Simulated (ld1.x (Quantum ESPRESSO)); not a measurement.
# Plane-wave convergence, TM potential for Sb (Z = 51)

| Property | Result |
| --- | --- |
| Element | Sb (Z = 51) |
| Generator | ld1.x (Quantum ESPRESSO) 7.5 |
| Type | norm-conserving Troullier–Martins (Kleinman–Bylander form) |
| Functional | Wu–Cohen |
| Relativity | scalar-relativistic |
| Frozen core | [Kr] 4d10 |
| Valence charge | 5 |
| Reference configuration | 5s1 5p4 |
| Partial waves | 5s (bound): rc 1.60 bohr; 5p (bound): rc 2.25 bohr |
| Local potential | the p channel |
| Core correction | none |

The pseudo-atom Hamiltonian at the reference potential is diagonalised in spherical Bessel functions j_l(qr) that vanish at 20 bohr, with q² up to the cutoff. All-electron valence levels (Ry): 5s -1.0061, 5p -0.3989.

Q: How do the lowest levels (Ry) of each channel move with the cutoff, and are there ghosts?

A:

| cutoff (Ry) | s #1 | s #2 | p #1 | p #2 | d #1 | f #1 | f #2 | Σ f·Δε (mRy) |
| --- | --- | --- | --- | --- | --- | --- | --- | --- |
| 8 | -0.9662 | -0.0336 | -0.3867 | 0.0248 | 0.0468 | 0.1107 | 0.2319 | 88.5 |
| 15 | -0.9748 | -0.0344 | -0.3982 | 0.0241 | 0.0466 | 0.1107 | 0.2319 | 33.8 |
| 25 | -0.9960 | -0.0355 | -0.3986 | 0.0241 | 0.0466 | 0.1107 | 0.2319 | 11.2 |
| 40 | -1.0022 | -0.0358 | -0.3989 | 0.0241 | 0.0465 | 0.1107 | 0.2319 | 3.9 |
| 55 | -1.0049 | -0.0359 | -0.3989 | 0.0241 | 0.0465 | 0.1107 | 0.2319 | 1.2 |
| 80 | -1.0056 | -0.0359 | -0.3989 | 0.0241 | 0.0465 | 0.1107 | 0.2319 | 0.5 |
| 400 | -1.0061 | -0.0359 | -0.3989 | 0.0241 | 0.0465 | 0.1107 | 0.2319 | 0.0 |

Result: no extra level below or beside the all-electron valence levels (s, p, d, f tested); 10 mRy is reached at 30 Ry and 1 mRy at 60 Ry.
